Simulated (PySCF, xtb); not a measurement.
Si(Br)2(OH)2 (Br₂H₂O₂Si), SMILES O[Si](O)(Br)Br. The values are those of a single conformer.

Harmonic wavenumbers (cm⁻¹) from GFN2-xTB (xtb 6.7.1) at its own minimum, in rising order: 92, 139, 155, 201, 214, 229, 252, 394, 494, 726, 754, 889, 993, 3673, 3678.

Problem. What does PySCF 2.14.0 with B3LYP-D3(BJ)/def2-SVP give at its own minimum? (An estimate is asked for; the answer gives what the named calculation found.)

Solution. 101, 141, 172, 232, 237, 251, 275, 413, 493, 779, 830, 880, 978, 3853, 3856. Paired by order, the mean absolute difference is 44 cm⁻¹ and the zero-point energies are 18.4 and 19.3 kcal/mol.
